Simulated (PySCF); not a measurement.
# Computed properties of AlAsH4O2, SMILES [OH][Al]([OH])[AsH2]

AlAsH4O2, SMILES [OH][Al]([OH])[AsH2]. Coordinates come from a PBE0-D3(BJ)/def2-SVP optimisation. The structure was generated by enumeration; whether it is a known compound was not checked. One conformer was computed; it need not be the lowest. All values are computed for the isolated molecule unless a solvent is named; none is compared with measurement here.

**Structure.** The optimised structure has Cs symmetry. All 18 harmonic modes at PBE0-D3(BJ)/def2-SVP (PySCF) are real, so it is a minimum. With heavy atoms numbered as in [Al:1]([AsH2:2])([OH:5])[OH:7], the shortest bond between them is Al1–O5 at 1.701 Å and the longest Al1–As2 at 2.407 Å.

**Vibrations.** The strongest infrared lines (harmonic, unscaled, degenerate partners summed) lie at 456 cm⁻¹ (341 km/mol, H 88 %, O 12 %), 343 cm⁻¹ (311 km/mol, H 78 %, O 18 %), 820 cm⁻¹ (174 km/mol, O 52 %, Al 33 %, H 15 %). The softest mode is at 78 cm⁻¹ and the zero-point energy is 27.0 kcal/mol.

**Electronic structure.** CAM-B3LYP/def2-TZVP (PySCF) places the frontier levels at -8.57 and 0.40 eV, a gap of 8.97 eV, and gives a dipole moment of 2.65 D and a mean polarisability of 61.5 bohr³. PBE/def2-TZVP (PySCF) at the same geometry gives -6.32 and -1.23 eV, so its gap is 3.88 eV narrower. An orbital gap is neither the optical nor the fundamental gap.

**Excitations.** TDDFT-CAM-B3LYP/def2-SVPD (PySCF) has S1 at 5.83 eV (213 nm, f = 0.143, bright); the most intense of the 10 singlets computed lies at 5.83 eV (f = 0.14). T1 (TDA) is at 5.21 eV. TDDFT-PBE/def2-SVPD (PySCF) puts S1 at 5.11 eV. No vertical singlet excitation falls in the visible range (under 3.1 eV).

**NMR.** GIAO shifts at PBE0/pcSseg-1 (PySCF) (non-relativistic, atoms alike by connectivity averaged): ¹H from 1.4 to 2.1 ppm against TMS.
